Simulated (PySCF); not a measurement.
**Two-dimensional NMR puzzle**

Compound of formula C6H12O. Correlations simulated from computed shifts and couplings:

HSQC (one-bond C–H):
| δH | δC | 1J(C,H) (Hz) |
| --- | --- | --- |
| 5.46 | 133.9 | 157 |
| 3.69 | 81.3 | 145 |
| 3.04 | 56.0 | 145 |
| 1.72 | 15.0 | 132 |
| 1.70 | 12.8 | 133 |

COSY cross peaks (|J| ≥ 2 Hz):
| δH | δH | abs. J (Hz) | bonds |
| --- | --- | --- | --- |
| 5.46 | 1.72 | 8.1 | 3 |
| 5.46 | 1.70 | 2.1 | 4 |

HMBC (two and three bonds, |J| ≥ 2.5 Hz):
| δH | δC [abs. J in Hz] |
| --- | --- |
| 5.46 | 81.3 [8.8], 15.0 [5.7], 12.8 [7.8] |
| 3.69 | 145.2 [2.6], 133.9 [6.0], 56.0 [8.1], 12.8 [3.9] |
| 3.04 | 81.3 [6.0] |
| 1.72 | 145.2 [6.6], 133.9 [6.5] |
| 1.70 | 145.2 [6.0], 133.9 [5.8], 81.3 [4.0] |

Carbons without hydrogens: δ 145.2.

No relativistic terms, a single conformation, gas phase, one averaged value for each set of equivalent atoms. PBE0-D3(BJ)/def2-SVP geometry; σ from GIAO-CAM-B3LYP/pcSseg-1; B3LYP/pcJ-1 coupling constants (without the spin–dipole term); PySCF 2.14.

Chemical shifts δ = σref − σ; 1H (σ = 31.33 ppm), 13C (σ = 182.45 ppm) vs TMS, all at this level.

Exchangeable hydrogens are left out of these lists, and C,H couplings along chains are those of one rotamer, so weak HMBC peaks may be missing or extra.

Q: Which molecule is this?

A: `C/C=C(\C)COC`.

Atom-mapped SMILES (the numbers label the heavy atoms): `[CH3:1]/[CH:2]=[C:3](\[CH3:4])[CH2:5][O:6][CH3:7]`. Hydrogens are named by the atom that carries them.

- δC 145.2 is C3, a fully substituted alkene carbon.
- δC 133.9 is C2, an alkene CH (δH 5.46).
- δC 81.3 is C5, an allylic sp3 CH2 bonded to O (δH 3.69).
- δC 56.0 is C7, a methyl carbon bonded to O (δH 3.04).
- δC 15.0 is C1, an allylic methyl carbon (δH 1.72).
- δC 12.8 is C4, an allylic methyl carbon (δH 1.70).
- HMBC from δH 3.69 reaches the proton-free carbon C3.
- HMBC from δH 1.72 reaches the proton-free carbon C3.
- HMBC from δH 1.70 reaches the proton-free carbon C3.
- COSY links 5.46–1.72, 5.46–1.70.

The data come from this structure; uniqueness wasn't tested.

Unscaled 3J(H,H) at this level run about 10 % above measured values. Shifts are as computed, not scaled to solution data. Of 1211 compounds with measured shifts, 218 miss one by over three times the rms of a fit or turn the order of signals round; such compounds aren't used in these exercises.
